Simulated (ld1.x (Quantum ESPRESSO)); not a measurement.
## Cutoff test, carbon, RRKJ

C (Z = 6), norm-conserving RRKJ (Kleinman–Bylander form), made with ld1.x (Quantum ESPRESSO) 7.5 (PBEsol, scalar-relativistic). Core [He], reference 2s2 2p2. Waves: 2p (bound): rc 1.65 bohr; 3d channel at -0.15 Ry: rc 1.50 bohr; 2s (bound): rc 1.20 bohr. Local part: the s channel. Core correction: a·sin(br)/r model core, default radius (core density twice the valence density). rho0 = 0.01.

The pseudo-atom Hamiltonian at the reference potential is diagonalised in spherical Bessel functions j_l(qr) that vanish at 20 bohr, with q² up to the cutoff. All-electron valence levels (Ry): 2p -0.3846, 2s -1.0031.

Task: How do the lowest levels (Ry) of each channel move with the cutoff, and are there ghosts?

Result:

| cutoff (Ry) | p #1 | d #1 | s #1 | f #1 | Σ f·Δε (mRy) |
| --- | --- | --- | --- | --- | --- |
| 8 | -0.1705 | 0.0732 | -0.9139 | 0.1172 | 606.9 |
| 15 | -0.2927 | 0.0731 | -0.9486 | 0.1172 | 293.0 |
| 21 | -0.3430 | 0.0731 | -0.9805 | 0.1172 | 128.7 |
| 35 | -0.3829 | 0.0731 | -1.0001 | 0.1172 | 9.5 |
| 45 | -0.3846 | 0.0731 | -1.0012 | 0.1172 | 4.1 |
| 60 | -0.3846 | 0.0731 | -1.0015 | 0.1172 | 3.2 |
| 80 | -0.3847 | 0.0731 | -1.0026 | 0.1172 | 1.1 |
| 110 | -0.3847 | 0.0731 | -1.0031 | 0.1172 | 0.1 |
| 400 | -0.3847 | 0.0731 | -1.0031 | 0.1172 | 0.0 |

Result: no extra level below or beside the all-electron valence levels (p, d, s, f tested); 10 mRy is reached at 35 Ry and 1 mRy at 90 Ry.

Its largest configuration-test error is +353 meV.
